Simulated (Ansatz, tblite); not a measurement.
Cost and result up the ladder for Ba₂S₂⁺ (4 atoms). Total charge 1; doublet. Geometry: PBE-D4/def2-SVP.

```xyz
4

Ba   -1.679    1.615    0.134
Ba    1.665   -1.628   -0.149
S    -0.617   -0.746    1.260
S     0.631    0.759   -1.246
```

Ansatz on 4 threads of Intel Xeon on a shared host; xTB runs through tblite on one thread. Times are rough, summed over both states, and most runs start from the orbitals of an earlier one. ωB97M-V/def2-TZVP serves as the yardstick here, not as an exact answer. The other state is a quartet at its own geometry.

In the def2 sets Ba takes a core potential; there is no spin–orbit coupling. The xTB rows come from tblite. LC-ωPBE has ω = 0.4 bohr⁻¹. HSE06 is defined as in plane-wave codes, on full-range PBE exchange. Correlated methods freeze 10 core orbitals; core or outer-core shells of Ba are correlated, in sets that lack core-valence functions. The structure comes from a short search, and lower isomers may exist.

xTB has no spin-polarisation term.

```json
{"level": "GFN1-xTB", "functions": "36", "wall time": "0.027 s", "quartet − doublet (eV)": "2.21", "difference from ωB97M-V/def2-TZVP (eV)": "-1.12", "remarks": "–"}
{"level": "GFN2-xTB", "functions": "36", "wall time": "0.033 s", "quartet − doublet (eV)": "0.66", "difference from ωB97M-V/def2-TZVP (eV)": "-2.67", "remarks": "–"}
{"level": "PBE-D4/def2-TZVP", "functions": "154", "wall time": "9.3 s", "quartet − doublet (eV)": "2.74", "difference from ωB97M-V/def2-TZVP (eV)": "-0.59", "remarks": "–"}
{"level": "MP2/def2-TZVP", "functions": "154", "wall time": "13 s", "quartet − doublet (eV)": "3.48", "difference from ωB97M-V/def2-TZVP (eV)": "0.15", "remarks": "–"}
{"level": "PBE0-D4/def2-TZVP", "functions": "154", "wall time": "15 s", "quartet − doublet (eV)": "3.00", "difference from ωB97M-V/def2-TZVP (eV)": "-0.33", "remarks": "–"}
{"level": "RPA@PBE/def2-TZVP", "functions": "154", "wall time": "16 s", "quartet − doublet (eV)": "2.51", "difference from ωB97M-V/def2-TZVP (eV)": "-0.82", "remarks": "–"}
{"level": "HSE06-D4/def2-TZVP", "functions": "154", "wall time": "16 s", "quartet − doublet (eV)": "2.95", "difference from ωB97M-V/def2-TZVP (eV)": "-0.38", "remarks": "–"}
{"level": "r2SCAN-D4/def2-TZVP (with forces)", "functions": "154", "wall time": "23 s", "quartet − doublet (eV)": "2.97", "difference from ωB97M-V/def2-TZVP (eV)": "-0.36", "remarks": "–"}
{"level": "r2SCANh-D4/def2-TZVP", "functions": "154", "wall time": "25 s", "quartet − doublet (eV)": "3.02", "difference from ωB97M-V/def2-TZVP (eV)": "-0.31", "remarks": "–"}
{"level": "LC-ωPBE/def2-TZVP", "functions": "154", "wall time": "27 s", "quartet − doublet (eV)": "3.44", "difference from ωB97M-V/def2-TZVP (eV)": "0.11", "remarks": "–"}
{"level": "BHLYP-D4/def2-TZVP", "functions": "154", "wall time": "47 s", "quartet − doublet (eV)": "3.01", "difference from ωB97M-V/def2-TZVP (eV)": "-0.31", "remarks": "–"}
{"level": "ωB97M-V/def2-TZVP", "functions": "154", "wall time": "95 s", "quartet − doublet (eV)": "3.33", "difference from ωB97M-V/def2-TZVP (eV)": "0.00", "remarks": "–"}
{"level": "CCSD(T)/def2-TZVPP", "functions": "164", "wall time": "5.8 min", "quartet − doublet (eV)": "3.05", "difference from ωB97M-V/def2-TZVP (eV)": "-0.28", "remarks": "large T1 (quartet)"}
```
